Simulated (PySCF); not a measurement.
Effect of structural changes

Computed, not measured: PySCF, quadratic response CAM-B3LYP/aug-cc-pVDZ first hyperpolarisability, Taylor convention, gas phase. Geometry: PBE0-D3(BJ)/def2-SVP.

Each molecule in one low-energy conformer.

The calculation is non-relativistic, which matters for the atoms heavier than Zn.

(1) How does the norm of the vector part βᵢ = ⅓ Σⱼ (βᵢⱼⱼ + βⱼᵢⱼ + βⱼⱼᵢ) of the static first hyperpolarisability change along this series?
- Clc1cccc2n[se]nc12 (H replaced by Cl)
- Brc1ccc2n[se]nc2c1 (H replaced by Br)
- [SiH3]c1cccc2n[se]nc12 (H replaced by SiH3)

Results:

(1) 
| molecule | static β vector norm (au) | static β HRS (au) | S1 (eV) |
| --- | --- | --- | --- |
| Clc1cccc2n[se]nc12 | 236 | 97 | 3.63 |
| Brc1ccc2n[se]nc2c1 | 486 | 209 | 3.80 |
| [SiH3]c1cccc2n[se]nc12 | 143 | 81 | 3.81 |

The norm of the vector part βᵢ = ⅓ Σⱼ (βᵢⱼⱼ + βⱼᵢⱼ + βⱼⱼᵢ) of the static first hyperpolarisability is lowest for [SiH3]c1cccc2n[se]nc12 and highest for Brc1ccc2n[se]nc2c1.
